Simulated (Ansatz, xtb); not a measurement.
**AlBrH4NSi: which of two isomers lies lower**

Structure X: `[SiH2][NH][AlH][Br]`, a doublet. Structure Y: `[SiH3][NH][Al][Br]`, a doublet. Both are isolated molecules in the gas phase, relaxed with B3LYP-D3(BJ)/def2-SVP; the shapes shown needn't be the lowest conformers.

X (Å):

```tsv
atom	x (Å)	y (Å)	z (Å)
Al	-1.1220	1.7846	-1.4801
Br	0.0789	3.5277	-2.2760
N	-0.4750	0.8932	-0.0699
Si	0.9494	1.1253	0.9297
H	1.9511	1.9036	0.1387
H	1.5121	-0.2125	1.3176
H	-1.0825	0.1472	0.2745
H	-2.4876	1.3709	-2.1336
```

Y (Å):

```csv
atom,x (Å),y (Å),z (Å)
Al,-1.8654,1.8399,1.1245
Br,-2.0045,4.0785,0.6391
N,-2.0384,0.7136,-0.2639
Si,-1.9922,-1.0339,-0.3040
H,-0.8865,-1.5509,-1.1655
H,-3.2687,-1.6221,-0.8108
H,-1.7697,-1.4920,1.0981
H,-2.1867,1.1648,-1.1695
```

Quicker runs give these differences E(Y) − E(X): GFN2-xTB +0.5 kcal/mol; HF/STO-3G +8.0 kcal/mol (at GFN2-xTB geometries); r2SCAN-D4/def2-SVP −4.9 kcal/mol (at GFN2-xTB geometries).

Task: Estimate which is lower in electronic energy at CCSD(T)/def2-SVP + ΔMP2/def2-TZVPP, and by roughly how much.

Result: The CCSD(T)/def2-SVP + ΔMP2/def2-TZVPP calculation puts structure Y lower, by 8.1 kcal/mol.

How the difference moves with the method:

```json
{"level": "GFN2-xTB", "geometry": "GFN2-xTB", "E(Y) − E(X) (kcal/mol)": "+0.5", "departure from the last row (kcal/mol)": "+8.6", "job, with rough time for the two": "optimisation, 0.48 s"}
{"level": "HF/STO-3G", "geometry": "GFN2-xTB", "E(Y) − E(X) (kcal/mol)": "+8.0", "departure from the last row (kcal/mol)": "+16.1", "job, with rough time for the two": "single point, 0.6 s"}
{"level": "r2SCAN-D4/def2-SVP", "geometry": "GFN2-xTB", "E(Y) − E(X) (kcal/mol)": "−4.9", "departure from the last row (kcal/mol)": "+3.2", "job, with rough time for the two": "single point, 7.5 s"}
{"level": "B3LYP-D3(BJ)/def2-SVP", "geometry": "B3LYP-D3(BJ)/def2-SVP", "E(Y) − E(X) (kcal/mol)": "−6.6", "departure from the last row (kcal/mol)": "+1.5", "job, with rough time for the two": "optimisation, 91 s"}
{"level": "HF/def2-SVP", "geometry": "B3LYP-D3(BJ)/def2-SVP", "E(Y) − E(X) (kcal/mol)": "−8.5", "departure from the last row (kcal/mol)": "−0.4", "job, with rough time for the two": "part of the CCSD(T) run"}
{"level": "MP2/def2-SVP", "geometry": "B3LYP-D3(BJ)/def2-SVP", "E(Y) − E(X) (kcal/mol)": "−8.3", "departure from the last row (kcal/mol)": "−0.2", "job, with rough time for the two": "part of the CCSD(T) run"}
{"level": "CCSD(T)/def2-SVP", "geometry": "B3LYP-D3(BJ)/def2-SVP", "E(Y) − E(X) (kcal/mol)": "−7.5", "departure from the last row (kcal/mol)": "+0.6", "job, with rough time for the two": "single point"}
{"level": "CCSD(T)/def2-SVP + ΔMP2/def2-TZVPP", "geometry": "B3LYP-D3(BJ)/def2-SVP", "E(Y) − E(X) (kcal/mol)": "−8.1", "departure from the last row (kcal/mol)": "", "job, with rough time for the two": "single point, 67 s"}
```

As drawn, Y has 1 Si–H in place of 1 Al–H.

HF/STO-3G puts the two in the other order. GFN2-xTB finds them nearly level. The largest departure from CCSD(T)/def2-SVP + ΔMP2/def2-TZVPP is that of HF/STO-3G, 16.1 kcal/mol. The last row adds to CCSD(T) the change of the MP2 difference between the two basis sets, here −0.6 kcal/mol.

With harmonic frequencies from B3LYP-D3(BJ)/def2-SVP (ideal gas, rigid rotor, one conformer each, 200 K, 1 atm): on the last row, ΔE + ΔZPE = −6.8, ΔH = −6.7, ΔG = −6.9 kcal/mol.

Open shells are spin-unrestricted. The correlated steps freeze 20 core orbitals; the filled d shell of Br is correlated, in a basis made for valence electrons. Mirror images aren't counted in ΔG. Codes used: Ansatz 0.2.0, xtb 6.7.1; the last row on 2 threads of Arm Neoverse V1 on a shared host.
